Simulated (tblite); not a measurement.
Species: C5H8N3 (charge -1).
SMILES with atom numbers: `[CH3:1][CH:2]([CH3:3])[c:4]1[cH:5][n-:6][n:7][n:8]1` (hydrogens: H9, H10, H11 on C1; H12 on C2; H13, H14, H15 on C3; H16 on C5)

Geometry (GFN2-xTB, Å), atoms numbered from 1 in this order:
```
atom  x, y, z in Å
C1    -0.944    1.448    0.165
C2    -0.572    0.125   -0.511
C3    -1.387   -1.024    0.091
C4     0.893   -0.150   -0.383
C5     1.680   -0.315    0.752
N6     2.934   -0.557    0.343
N7     2.918   -0.542   -0.977
N8     1.709   -0.301   -1.444
H9    -0.386    2.268   -0.284
H10   -0.697    1.410    1.225
H11   -2.012    1.657    0.065
H12   -0.804    0.199   -1.582
H13   -1.159   -1.128    1.150
H14   -2.460   -0.849   -0.019
H15   -1.134   -1.960   -0.404
H16    1.413   -0.271    1.799
```

Level: GFN2-xTB in tblite, geometry and Hessian alike; calculated harmonic values, unscaled, isolated species. The method is semi-empirical: single wavenumbers can be off by several per cent or more. One conformer, not necessarily the lowest.

Harmonic wavenumbers (cm⁻¹): 40.9, 138.5, 184.3, 204.5, 240.8, 312.2, 395.9, 476.1, 658.0, 677.4, 709.0, 791.0, 920.4, 936.0, 972.9, 978.4, 1032.1, 1064.0, 1108.3, 1129.4, 1167.6, 1179.6, 1221.9, 1270.1, 1318.3, 1355.2, 1393.0, 1401.5, 1406.9, 1490.2, 1502.6, 1507.8, 1509.3, 1520.7, 2904.3, 2951.1, 2959.4, 3007.8, 3012.3, 3018.7, 3020.8, 3024.8.

A = 4581, B = 1398, C = 1386 MHz; mass 110.072 u (most abundant isotopes); point group Cs, symmetry number 1.

Question: Zero-point energy?

Answer: Half the sum of the wavenumbers: 28057 cm⁻¹ = 335.64 kJ/mol.

Question: Give the ideal-gas entropy at 350 K and 1 bar in the rigid-rotor, harmonic-oscillator model (classical rotation).

Answer: Translation 170.82, rotation 119.08, vibration 97.65: S = 387.6 J/(mol K).

Question: And Cp and H(350 K) − H(0)?

Answer: Cp = 142.62 J/(mol K), of which vibrations give 109.36 (their classical limit is 42 R = 349.2); H(350 K) − H(0) = 29.90 kJ/mol without the zero-point energy, 18.26 from vibrations.

Question: Blend soft modes into free rotors: weight 1/[1 + (100 cm⁻¹/ν̃)⁴] for the oscillator and the rest for a rotor with moment μB/(μ + B), μ = h/(8π²ν), B = 10⁻⁴⁴ kg m². What vibrational entropy results?

Answer: 90.58 J/(mol K) in place of 97.65, which changes −T·S at 350 K by +2.48 kJ/mol.

Question: Which modes carry the vibrational entropy at 350 K?

Answer: 40.9 cm⁻¹: 23.15; 138.5 cm⁻¹: 13.11; 184.3 cm⁻¹: 10.82; 204.5 cm⁻¹: 10.00; 240.8 cm⁻¹: 8.73; 312.2 cm⁻¹: 6.79 J/(mol K); the other 36 give 25.06 together.

Question: What must be added to the electronic energy to get the Gibbs energy at 350 K and 1 bar?

Answer: ZPE + [H(350 K) − H(0)] − T·S = 335.64 + 29.90 − 135.64 = 229.90 kJ/mol.

Hindered rotation and anharmonicity are outside this model. Other conformers, if any are populated, would add a mixing term that is left out.

Time: 0.43 s of wall time. Hardware: Arm Neoverse V1, one thread, no GPU, on a shared host. The figure is for the frequency step alone.
